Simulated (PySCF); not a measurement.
A calculated (LDA, PySCF 2.14, def2-TZVP, the non-relativistic Hamiltonian (point nucleus)) atom or ion has these occupied shells.

```tsv
shell	electrons	orbital energy (eV)	rms radius, mean of both spins (bohr)
1s α	1	-2432.0	0.113
1s β	1	-2431.7	0.113
2s α	1	-251.22	0.525
2s β	1	-250.98	0.525
2p α	3	-198.42	0.494
2p β	3	-198.11	0.494
3s α	1	-52.635	1.63
3s β	1	-51.352	1.63
3p α	1	-40.918	1.78
```

Question: Name the element and its charge.

Answer: S³⁺ (sulfur, charge +3), in [Ne] 3s2 3p1, 2P determinant.
